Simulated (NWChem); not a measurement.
System: BH2S2F; SMILES FB(S)S

Parts of the log:

```
             Northwest Computational Chemistry Package (NWChem) 7.3.0
             --------------------------------------------------------

 C2V symmetry detected

                             Geometry "geometry" -> ""
                             -------------------------

 Output coordinates in angstroms (scale by  1.889725989 to convert to a.u.)

  No.       Tag          Charge          X              Y              Z
 ---- ---------------- ---------- -------------- -------------- --------------
    1 B                    5.0000     0.00000000     0.00000000    -0.36314144
    2 F                    9.0000     0.00000000     0.00000000    -1.69025644
    3 S                   16.0000     1.63044300     0.00000000     0.42561056
    4 H                    1.0000     1.20454200     0.00000000     1.70423856
    5 S                   16.0000    -1.63044300     0.00000000     0.42561056
    6 H                    1.0000    -1.20454200     0.00000000     1.70423856

 Effective nuclear repulsion energy (a.u.)     186.3741407932

      Symmetry information
      --------------------

 Group name             C2v
 Group number             16
 Group order               4
 No. of unique centers     4

  pbe96 is a nonlocal functional; adding pw91lda local functional.

                                 NWChem DFT Module
                                 -----------------

 Summary of "ao basis" -> "ao basis" (spherical)
 ------------------------------------------------------------------------------
       Tag                 Description            Shells   Functions and Types
 ---------------- ------------------------------  ------  ---------------------
 B                          def2-svp                 6       14   3s2p1d
 F                          def2-svp                 6       14   3s2p1d
 S                          def2-svp                 8       18   4s3p1d
 H                          def2-svp                 3        5   2s1p

      Symmetry analysis of basis
      --------------------------

        a1         31
        a2          8
        b1         23
        b2         12

            General Information
            -------------------
          SCF calculation type: DFT
          Wavefunction type:  closed shell.
          No. of atoms     :     6
          No. of electrons :    48
           Alpha electrons :    24
            Beta electrons :    24
          Charge           :     0
          Spin multiplicity:     1
          Use of symmetry is: on ; symmetry adaption is: on
          Maximum number of iterations: 150
          AO basis - number of functions:    74
                     number of shells:    34
          Convergence on energy requested:  1.00D-06
          Convergence on density requested:  1.00D-05
          Convergence on gradient requested:  5.00D-04

              XC Information
              --------------
          PerdewBurkeErnzerhof Exchange Functional  1.000
            Perdew 1991 LDA Correlation Functional  1.000 local
           PerdewBurkeErnz. Correlation Functional  1.000 non-local

             Grid Information
             ----------------
          Grid used for XC integration:  medium
          Radial quadrature: Mura-Knowles
          Angular quadrature: Lebedev.
          Tag              B.-S. Rad. Rad. Pts. Rad. Cut. Ang. Pts.
          ---              ---------- --------- --------- ---------
          B                   0.85       49           8.0       434
          F                   0.50       49          10.0       434
          S                   1.00       88           9.0       590
          H                   0.35       45           9.0       434
          Grid pruning is: on
          Number of quadrature shells:   231
          Spatial weights used:  Erf1

      Superposition of Atomic Density Guess
      -------------------------------------

 Sum of atomic energies:        -919.48970095

      Non-variational initial energy
      ------------------------------

 Total energy =    -920.695125
 1-e energy   =   -1642.199642
 2-e energy   =     535.130377
 HOMO         =      -0.312481
 LUMO         =       0.059008

      Symmetry analysis of molecular orbitals - initial
      -------------------------------------------------

  Numbering of irreducible representations:

     1 a1          2 a2          3 b1          4 b2

  Orbital symmetries:

     1 b1          2 a1          3 a1          4 a1          5 b1
     6 a1          7 a1          8 b1          9 a1         10 b1
    11 b2         12 a2         13 a1         14 a1         15 b1
    16 a1         17 b1         18 b2         19 a1         20 b1
    21 a1         22 b2         23 b1         24 a2         25 a1
    26 b2         27 b1         28 a1         29 a1         30 a1
    31 b1         32 b1         33 b2         34 b1

   convergence    iter        energy       DeltaE   RMS-Dens  Diis-err
 ---------------- ----- ----------------- --------- --------- ---------
 d= 0,ls=0.0,diis     1   -921.4732787143 -1.11D+03  2.28D-02  7.83D-01
 d= 0,ls=0.0,diis     2   -921.3124759483  1.61D-01  1.42D-02  2.58D+00
 d= 0,ls=0.0,diis     3   -921.5645788992 -2.52D-01  3.35D-03  6.99D-02
 d= 0,ls=0.0,diis     4   -921.5676994485 -3.12D-03  1.87D-03  2.22D-02
 d= 0,ls=0.0,diis     5   -921.5704865092 -2.79D-03  5.28D-04  1.38D-03
  Resetting Diis
 d= 0,ls=0.0,diis     6   -921.5707086145 -2.22D-04  1.39D-04  1.04D-04
 d= 0,ls=0.0,diis     7   -921.5707256070 -1.70D-05  4.64D-05  3.20D-06
 d= 0,ls=0.0,diis     8   -921.5707251204  4.87D-07  2.65D-05  7.49D-06
 d= 0,ls=0.0,diis     9   -921.5707259964 -8.76D-07  5.50D-06  2.79D-07

         Total DFT energy =     -921.570725996419
      One electron energy =    -1644.261343907116
           Coulomb energy =      602.487039398231
    Exchange-Corr. energy =      -66.170562280686
 Nuclear repulsion energy =      186.374140793152

 Numeric. integr. density =       47.999997889459

                  Occupations of the irreducible representations
                  ----------------------------------------------

                     irrep           alpha         beta
                     --------     --------     --------
                     a1               11.0         11.0
                     a2                2.0          2.0
                     b1                8.0          8.0
                     b2                3.0          3.0

                       DFT Final Molecular Orbital Analysis
                       ------------------------------------

 Vector   22  Occ=2.000000D+00  E=-2.831273D-01  Symmetry=b1
              MO Center= -1.3D-14, -9.4D-16,  2.0D-01, r^2= 4.4D+00
   Bfn.  Coefficient  Atom+Function         Bfn.  Coefficient  Atom+Function
  ----- ------------  ---------------      ----- ------------  ---------------
    39      0.383047  3 S  px                62      0.383047  5 S  px
    36      0.305033  3 S  px                59      0.305033  5 S  px
     4      0.267776  1 B  px                18     -0.208268  2 F  px
    33      0.175050  3 S  px                56      0.175050  5 S  px
    21      0.137640  2 F  px                31      0.102159  3 S  s

 Vector   23  Occ=2.000000D+00  E=-2.689173D-01  Symmetry=b2
              MO Center=  8.2D-17,  1.0D-15,  1.5D-01, r^2= 3.6D+00
   Bfn.  Coefficient  Atom+Function         Bfn.  Coefficient  Atom+Function
  ----- ------------  ---------------      ----- ------------  ---------------
    40      0.377852  3 S  py                63      0.377852  5 S  py
    37      0.284011  3 S  py                60      0.284011  5 S  py
    19      0.231915  2 F  py                 5     -0.199141  1 B  py
    22     -0.172358  2 F  py                34      0.162373  3 S  py
    57      0.162373  5 S  py                 8      0.099676  1 B  py

 Vector   24  Occ=2.000000D+00  E=-2.354022D-01  Symmetry=a2
              MO Center= -1.2D-16,  6.7D-16,  4.3D-01, r^2= 4.0D+00
   Bfn.  Coefficient  Atom+Function         Bfn.  Coefficient  Atom+Function
  ----- ------------  ---------------      ----- ------------  ---------------
    40      0.470256  3 S  py                63     -0.470256  5 S  py
    37      0.332840  3 S  py                60     -0.332840  5 S  py
    34      0.189446  3 S  py                57     -0.189446  5 S  py
    10      0.034185  1 B  d -2

 Vector   25  Occ=0.000000D+00  E=-4.267026D-02  Symmetry=a1
              MO Center= -5.4D-14, -2.3D-16,  1.1D+00, r^2= 4.4D+00
   Bfn.  Coefficient  Atom+Function         Bfn.  Coefficient  Atom+Function
  ----- ------------  ---------------      ----- ------------  ---------------
    48      0.754702  4 H  s                 71      0.754702  6 H  s
    41     -0.557447  3 S  pz                64     -0.557447  5 S  pz
    32     -0.333397  3 S  s                 55     -0.333397  5 S  s
     9     -0.282181  1 B  pz                 2     -0.218991  1 B  s
    47      0.219359  4 H  s                 70      0.219359  6 H  s

 Vector   26  Occ=0.000000D+00  E=-3.485722D-02  Symmetry=b2
              MO Center= -1.2D-14, -1.2D-15, -2.0D-01, r^2= 2.7D+00
   Bfn.  Coefficient  Atom+Function         Bfn.  Coefficient  Atom+Function
  ----- ------------  ---------------      ----- ------------  ---------------
     5      0.648514  1 B  py                 8     -0.527873  1 B  py
    40      0.373284  3 S  py                63      0.373284  5 S  py
    19     -0.249221  2 F  py                22      0.228927  2 F  py
    37      0.179202  3 S  py                60      0.179202  5 S  py
    34      0.100747  3 S  py                57      0.100747  5 S  py

 Vector   27  Occ=0.000000D+00  E= 2.466877D-02  Symmetry=b1
              MO Center=  5.0D-14, -5.3D-17,  1.1D+00, r^2= 4.7D+00
   Bfn.  Coefficient  Atom+Function         Bfn.  Coefficient  Atom+Function
  ----- ------------  ---------------      ----- ------------  ---------------
    48      0.990047  4 H  s                 71     -0.990047  6 H  s
    32     -0.817581  3 S  s                 55      0.817581  5 S  s
    41     -0.536740  3 S  pz                64      0.536740  5 S  pz
     7      0.440789  1 B  px                47      0.291080  4 H  s
    70     -0.291080  6 H  s                 39      0.254165  3 S  px

     Multipole analysis of the density
     ---------------------------------

     L   x y z        total         alpha         beta         nuclear
     -   - - -        -----         -----         ----         -------
     0   0 0 0     -0.000000    -24.000000    -24.000000     48.000000

     1   1 0 0      0.000000      0.000000      0.000000      0.000000
     1   0 1 0     -0.000000     -0.000000     -0.000000      0.000000
     1   0 0 1      0.897537      0.448768      0.448768     -0.000000

     2   2 0 0    -29.581589   -171.862028   -171.862028    314.142467
     2   1 1 0     -0.000000     -0.000000     -0.000000      0.000000
     2   1 0 1     -0.000000     -0.000000     -0.000000      0.000000
     2   0 2 0    -28.585646    -14.292823    -14.292823      0.000000
     2   0 1 1      0.000000      0.000000      0.000000      0.000000
     2   0 0 2    -24.892153    -80.256190    -80.256190    135.620228

                                 NWChem DFT Module
                                 -----------------

      Symmetry analysis of basis
      --------------------------

        a1         31
        a2          8
        b1         23
        b2         12

            General Information
            -------------------
          SCF calculation type: DFT
          Wavefunction type:  spin polarized.
          No. of atoms     :     6
          No. of electrons :    47
           Alpha electrons :    24
            Beta electrons :    23
          Charge           :     1
          Spin multiplicity:     2
          Use of symmetry is: on ; symmetry adaption is: on
          Maximum number of iterations: 150
          AO basis - number of functions:    74
                     number of shells:    34
          Convergence on energy requested:  1.00D-06
          Convergence on density requested:  1.00D-05
          Convergence on gradient requested:  5.00D-04

              XC Information
              --------------
          PerdewBurkeErnzerhof Exchange Functional  1.000
            Perdew 1991 LDA Correlation Functional  1.000 local
           PerdewBurkeErnz. Correlation Functional  1.000 non-local

             Grid Information
             ----------------
          Grid used for XC integration:  medium
          Radial quadrature: Mura-Knowles
          Angular quadrature: Lebedev.
          Tag              B.-S. Rad. Rad. Pts. Rad. Cut. Ang. Pts.
          ---              ---------- --------- --------- ---------
          B                   0.85       49           8.0       434
          F                   0.50       49          10.0       434
          S                   1.00       88           9.0       590
          H                   0.35       45           9.0       434
          Grid pruning is: on
          Number of quadrature shells:   231
          Spatial weights used:  Erf1

      Superposition of Atomic Density Guess
      -------------------------------------

 Sum of atomic energies:        -919.48970095

 Renormalizing density from      48.00 to     47

      Non-variational initial energy
      ------------------------------

 Total energy =    -908.547470
 1-e energy   =   -1607.987150
 2-e energy   =     513.065539
 HOMO         =      -0.614632
 LUMO         =      -0.214933

   Symmetry analysis of molecular orbitals - initial alpha
   -------------------------------------------------------

  Numbering of irreducible representations:

     1 a1          2 a2          3 b1          4 b2

  Orbital symmetries:

     1 b1          2 a1          3 a1          4 a1          5 b1
     6 a1          7 a1          8 b1          9 a1         10 b1
    11 b2         12 a2         13 a1         14 a1         15 b1
    16 a1         17 b1         18 b2         19 a1         20 b1
    21 a1         22 b1         23 b2         24 a2         25 b2
    26 a1         27 a1         28 b1         29 a1         30 b1
    31 a1         32 b1         33 b2         34 a1

   Symmetry analysis of molecular orbitals - initial beta
   ------------------------------------------------------

  Numbering of irreducible representations:

     1 a1          2 a2          3 b1          4 b2

  Orbital symmetries:

     1 b1          2 a1          3 a1          4 a1          5 b1
     6 a1          7 a1          8 b1          9 a1         10 b1
    11 b2         12 a2         13 a1         14 a1         15 b1
    16 a1         17 b1         18 b2         19 a1         20 b1
    21 a1         22 b1         23 b2         24 a2         25 b2
    26 a1         27 a1         28 b1         29 a1         30 b1
    31 a1         32 b1         33 b2         34 a1

[...]
```

Level: PBE/def2-SVP, vertical spin-unrestricted ions. Coordinates come from a PBE0/def2-SVP optimisation.

Problem. Write an input that gives this output.

Solution. Several could match; the one computed here: the input that was run:
```
start job
memory heap 200 mb stack 900 mb global 1100 mb
geometry units angstroms noautoz
  B      0.000000     0.000000    -0.368708
  F      0.000000     0.000000    -1.695823
  S      1.630443     0.000000     0.420044
  H      1.204542     0.000000     1.698672
  S     -1.630443     0.000000     0.420044
  H     -1.204542     0.000000     1.698672
end
basis spherical
  * library def2-svp
end
dft
  xc xpbe96 cpbe96
  iterations 150
  vectors input atomic output neutral.movecs
end
task dft energy
charge 1
dft
  odft
  mult 2
  vectors input atomic output cation.movecs
end
task dft energy
```
